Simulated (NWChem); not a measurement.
AgNH$_{3}$Cl; SMILES [NH3]->[Ag][Cl]

Program: NWChem. All runs use the structure optimised with PBE0/def2-SVP. def2 effective core potentials on Ag; no spin-orbit coupling. Vertical excitations in the gas phase.

Problem. What does the run give for B3LYP/def2-SVP, full TDDFT? Quantities: lowest excitation, singlet (eV); oscillator strength of that lowest state; lowest state with f > 0.02, singlet (eV); oscillator strength of that bright state; orbital gap (eV).

Solution. 
| Property | Result |
|---|---|
| lowest excitation, singlet (eV) | 4.20 |
| oscillator strength of that lowest state | 0.011 |
| lowest state with f > 0.02, singlet (eV) | 4.86 |
| oscillator strength of that bright state | 0.033 |
| orbital gap (eV) | 5.04 |
